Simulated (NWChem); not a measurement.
Two isomers of C5H5F, each optimised at PBE0/def2-SVP with NWChem. Flexible species stand in one conformer each, which need not be the lowest. 

A: FC1=CCC=C1
B: C=CC=C=CF

Question: Which is lower in energy, by how much, and how do their other properties compare?

Answer: A is lower by 39.4 kcal/mol in electronic energy; with zero-point energies, B − A = 37.9 kcal/mol.
```
                                       A      B
---------------------------------  -----  -----
highest occupied level (eV)        -6.44  -7.12
orbital gap (eV)                    5.87   5.85
dipole (D)                          1.83   1.75
highest harmonic frequency (cm⁻¹)   3275   3274
zero-point energy (kcal/mol)        53.5   52.0
```
